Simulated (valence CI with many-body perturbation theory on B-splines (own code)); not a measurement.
Results of a calculation; reference values are marked as such.
# Pm⁵⁵⁺: magnetic and hyperfine properties of the levels

Method: configuration interaction combined with many-body perturbation theory (CI+MBPT): four valence electrons over a frozen Dirac-Fock core [He], a basis of 11 s, 11 p, 10 d, 8 f, 5 g, 2 h functions for each j, with the one-electron correlation potential Σ1, the two-electron term Σ2, the three-electron term Σ3, Breit, model QED; selected CI, second order for the rest, scaled by the run's own slope (own B-spline code, finite nucleus).

No measured spectrum was set against this ion. As an estimate, large intervals hold to a few tenths of a per cent, small ones and those within an open d or f shell to about a per cent. Among the levels kept, up to 900 cm⁻¹ of a level comes from second order outside the variational space, and about a tenth of that is noise between levels of different J, which matters for small intervals.

A/g_I is the dipole constant over the nuclear g factor μ/I (μ in nuclear magnetons, uniformly magnetised nucleus), B/Q the quadrupole constant per barn. Both hold the static response of the core; the bare values leave it out. Large factors of s and p1/2 electrons are usually good to 5 to 10 %; those of open d and f shells near neutrality can be off by tens of per cent, and small factors of p3/2, d and f electrons come from cancelling terms and can be off by a factor of two or in sign, in half-filled shells by more. B is blank for J = 1/2, where it vanishes, and for nearly pure S terms. Energies count from the lowest level. Levels with J = 0 are left out.

Levels are named by their leading jj configuration (3d3/2^4 stands for four electrons in 3d with j = 3/2), which in mixed levels can hold well under half, so a name can repeat and another be missing. Letters in brackets count levels of one name in rising energy.

```tsv
Level	E (eV)	g	A/g_I (MHz)	A/g_I bare	B/Q (MHz/b)	B/Q bare
(2s^2 2p1/2 2p3/2) J=1	580.6	1.479	-253000	-235000	435000	436000
(2s^2 2p1/2 2p3/2) J=2	597.6	1.154	1150000	1150000	790000	792000
(2s 2p1/2^2 2p3/2) J=2	803.6	1.534	2820000	2800000	805000	806000
(2s 2p1/2^2 2p3/2) J=1	873.2	1.100	-1930000	-1880000	527000	528000
(2s^2 2p3/2^2) J=2	1193.9	1.297	458000	468000	77400	77500
(2s 2p1/2 2p3/2^2) J=2 [a]	1362.9	1.550	2050000	2050000	222000	222000
(2s 2p1/2 2p3/2^2) J=3	1402.1	1.307	2520000	2510000	-1650	-1680
(2s 2p1/2 2p3/2^2) J=1 [a]	1464.8	1.299	-1900000	-1850000	-377000	-378000
(2s 2p1/2 2p3/2^2) J=2 [b]	1475.0	1.061	-114000	-89300	-152000	-152000
(2s 2p1/2 2p3/2^2) J=1 [b]	1478.3	1.325	5860000	5800000	196000	197000
(2p1/2^2 2p3/2^2) J=2	1712.4	1.322	421000	442000	72000	72100
(2s 2p3/2^3) J=2	2025.9	1.424	2880000	2860000	-883000	-884000
(2s 2p3/2^3) J=1	2092.8	1.181	-1980000	-1930000	-343000	-344000
(2p1/2 2p3/2^3) J=1	2304.3	1.479	-286000	-253000	-431000	-432000
(2p1/2 2p3/2^3) J=2	2321.8	1.129	1150000	1150000	-938000	-939000
(2s^2 2p1/2 3s) J=1	6652.4	1.315	3110000	3080000	-12600	-12700
(2s^2 2p1/2 3p1/2) J=1	6716.2	0.646	2140000	2130000	-3070	-3080
(2s 2p1/2^2 3s) J=1	6847.1	1.998	5910000	5840000	18900	18900
(2s^2 2p1/2 3p3/2) J=2	6906.2	1.154	921000	920000	245000	245000
(2s^2 2p1/2 3p3/2) J=1	6910.1	1.546	-119000	-116000	109000	109000
(2s 2p1/2^2 3p1/2) J=1	6922.3	1.368	5310000	5250000	-3660	-3660
(2s^2 2p1/2 3d3/2) J=2	6958.9	0.749	885000	881000	54300	54800
(2s^2 2p1/2 3d3/2) J=1	6982.6	0.844	-559000	-556000	17100	17400
(2s^2 2p1/2 3d5/2) J=2	7018.4	1.282	-478000	-475000	46200	46600
(2s^2 2p1/2 3d5/2) J=3	7021.8	1.100	574000	571000	40300	40900
(2s 2p1/2^2 3p3/2) J=2	7109.0	1.520	2560000	2530000	240000	240000
(2s 2p1/2^2 3p3/2) J=1	7113.6	1.121	-2330000	-2300000	127000	127000
(2s 2p1/2^2 3d3/2) J=1	7161.0	0.453	-2410000	-2380000	20200	20400
(2s 2p1/2^2 3d3/2) J=2	7166.2	1.140	2450000	2420000	40500	40900
(2s 2p1/2^2 3d5/2) J=3	7218.3	1.345	1690000	1680000	34300	34800
(2s 2p1/2^2 3d5/2) J=2	7233.9	1.015	-1520000	-1500000	28800	29300
```

Task: Take the isotope of mass number 147, with I = 7/2, μ = 2.58 μN, leaving out the quadrupole term. What is the hyperfine structure of (2s 2p1/2 2p3/2^2) J=1 [a]?

Result: From the table A = -1400000 MHz. Shifts from the centre of gravity in MHz: F = 5/2: 6300000, F = 7/2: 1400000, F = 9/2: -4900000.
